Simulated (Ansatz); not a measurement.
A CCSD(T) single point on CH4OSeSi (`OC1[SiH2][Se]1`).

```yaml
crystal:
  periodic: [false, false, false]
  atoms:
    - {symbol: O, position_ang: [-0.156179, 1.037066, -1.299687]}
    - {symbol: C, position_ang: [-0.531590, 0.223358, -0.261126]}
    - {symbol: Si, position_ang: [0.735042, -0.868936, 0.527585]}
    - {symbol: Se, position_ang: [-0.068321, 0.866395, 1.660804]}
    - {symbol: H, position_ang: [-0.758736, 1.785738, -1.355222]}
    - {symbol: H, position_ang: [-1.580796, -0.066105, -0.250009]}
    - {symbol: H, position_ang: [0.344524, -2.237487, 0.937732]}
    - {symbol: H, position_ang: [2.108256, -0.797129, -0.015874]}
basis:
  gaussian: {orbitals: def2-TZVPP}
correlation: {method: ccsd_t}
output: {orbitals: {seedname: orbitals}}
```

```sh
$ ansatz run in.yaml --threads 4 --pin off --events-out ev --progress --plain --max-ram 10444MiB
```

Output of Ansatz, abridged:

```
Functional definition: HF
1279 factors; integrals over basis functions are off by at most 7.6e-4 eV
mean field evaluation 1: about -76294.6331 eV, gradient 3.0e1 eV
mean field evaluation 2: about -76294.9612 eV, gradient 3.0e1 eV
mean field evaluation 4: about -76297.2364 eV, gradient 3.6e0 eV
mean field evaluation 8: about -76297.2901 eV, gradient 3.3e-1 eV
mean field evaluation 16: about -76297.2906 eV, gradient 1.6e-6 eV
mean field -76297.29062168 eV, -2803.8737141856 hartree, gradient 1.6e-6 eV, S^2 0.000000; 0 other end points of the search recorded, 0 dependent functions left out
16 core orbitals not correlated: weight in the atoms' cores, before any rotation towards them, 1.000 or more for the frozen orbitals, at most 0.000 for the correlated occupied ones
reference -76297.29062168 eV, -2803.8737141856 hartree; 17, 17 occupied and 175, 175 virtual orbitals, 1279 factors
second order -21.71280513 eV of doubles, -0.00000000 eV of singles
cycle   1  -21.65923339 eV  change    5.4e-2 eV  update   1.1e-1
cycle   2  -22.24988004 eV  change   -5.9e-1 eV  update   3.3e-2
cycle   3  -22.36754383 eV  change   -1.2e-1 eV  update   1.7e-2
cycle   4  -22.35094856 eV  change    1.7e-2 eV  update   4.3e-3
cycle   5  -22.34997053 eV  change    9.8e-4 eV  update   2.1e-3
cycle   6  -22.35089674 eV  change   -9.3e-4 eV  update   7.0e-4
cycle   7  -22.35044585 eV  change    4.5e-4 eV  update   3.2e-4
cycle   8  -22.35034479 eV  change    1.0e-4 eV  update   1.0e-4
cycle   9  -22.35040051 eV  change   -5.6e-5 eV  update   4.3e-5
cycle  10  -22.35038555 eV  change    1.5e-5 eV  update   1.6e-5
perturbative correction -0.95695269 eV, -0.0351673628 hartree
Total energy: -76320.59795992 eV, -2804.7302430679 hartree
```

It took 87 s on 4 threads of an Arm Neoverse V1 on a shared host, with 2.8 GiB of host memory at the peak.

The correlation energy is -23.307 eV, 4.1 % of it from (T); the T1 diagnostic reads 0.0120.
